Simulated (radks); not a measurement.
Values are calculated unless marked as measured or tabulated.
Question: Lu12+, configuration [Kr] 4d10 4f11 5s1 5d1 (not the ground configuration). Code: a radial shooting solver on a logarithmic mesh with Libxc functionals. Model: Dirac Kohn-Sham, PBEsol, spin-unpolarised, spherical densities, finite nucleus; open shells fill j = l - 1/2 first; Fermi nuclear charge, rms radius 5.37 fm.

Spin-orbit splittings of the eigenvalues, e(l+1/2) - e(l-1/2), with zeta = 2 splitting/(2l+1) and mean radii in bohr:

| shell | occ. | splitting (eV) | zeta (eV) | <r> j=l-1/2 | <r> j=l+1/2 |
|---|---|---|---|---|---|
| 2p | 6 | ? | ? | 0.06741 | 0.07502 |
| 3p | 6 | 238.3 | 158.9 | 0.2020 | 0.2162 |
| 3d | 10 | 52.06 | 20.82 | 0.1898 | 0.1942 |
| 4p | 6 | 55.21 | 36.81 | 0.4815 | 0.5127 |
| 4d | 10 | 10.29 | 4.116 | 0.5303 | 0.5406 |
| 4f | 11 | 1.912 | 0.5464 | 0.5950 | 0.6007 |
| 5p | 0 | 12.13 | 8.084 | 1.079 | 1.134 |
| 5d | 1 | 2.084 | 0.8335 | 1.276 | 1.292 |
| 5f | 0 | 0.3982 | 0.1138 | 1.596 | 1.602 |
| 6d | 0 | 0.8806 | 0.3522 | 2.266 | 2.286 |

Estimate the 2p splitting.

Answer: 1117 eV (zeta = 744.7 eV).
